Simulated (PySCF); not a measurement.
C2H6ClGe, SMILES [Cl][Ge]([CH3])[CH3], multiplicity 2. Atoms are numbered in the order given.

```xyz
10

C      1.0945     0.4403    -1.6335
Ge     0.3220    -0.3777     0.0000
C      1.0945     0.4403     1.6335
Cl    -1.8156     0.1879     0.0000
H      0.5910     0.0499    -2.5374
H      2.1782     0.2169    -1.6878
H      0.9440     1.5380    -1.5771
H      0.9440     1.5380     1.5771
H      0.5910     0.0499     2.5374
H      2.1782     0.2169     1.6878
```
Charge 0, spin multiplicity 2.

Coordinates come from a PBE-D3(BJ)/def2-SVP optimisation. The isomer is the one that the SMILES or the coordinates give; other isomers of the formula were not compared.

Computed with PBE-D3(BJ)/def2-SVP (PySCF 2.14.0).

Frequencies are harmonic and unscaled.

```
mode  ν (cm⁻¹)  IR (km/mol)  moving atoms (share of kinetic energy)
----  --------  -----------  --------------------------------------
1          100          0.1                                  H 99 %
2          107          0.1                                  H 97 %
3          148          2.3        C 37 %, Cl 28 %, H 21 %, Ge 13 %
4          152          0.2        C 47 %, H 30 %, Cl 13 %, Ge 10 %
5          171          0.9                 C 38 %, H 29 %, Ge 28 %
6          382         41.9                        Cl 68 %, Ge 29 %
7          532         15.0                 C 70 %, H 17 %, Ge 12 %
8          567         28.5                 C 60 %, Ge 21 %, H 19 %
9          675          0.2                          H 86 %, C 14 %
10         721         12.5                          H 81 %, C 17 %
11         754         26.7                          H 78 %, C 19 %
12         809         42.1                          H 77 %, C 21 %
13        1161          0.5                          H 81 %, C 19 %
14        1176          2.4                          H 83 %, C 17 %
15        1362          5.1                                  H 95 %
16        1369          3.1                                  H 96 %
17        1371          2.8                                  H 95 %
18        1383         10.7                                  H 96 %
19        2975          2.1                                  H 97 %
20        2976          2.3                                  H 97 %
21        3085          0.9                           H 91 %, C 9 %
22        3086          3.6                          H 90 %, C 10 %
23        3109          0.7                          H 90 %, C 10 %
24        3109          0.9                          H 90 %, C 10 %
```
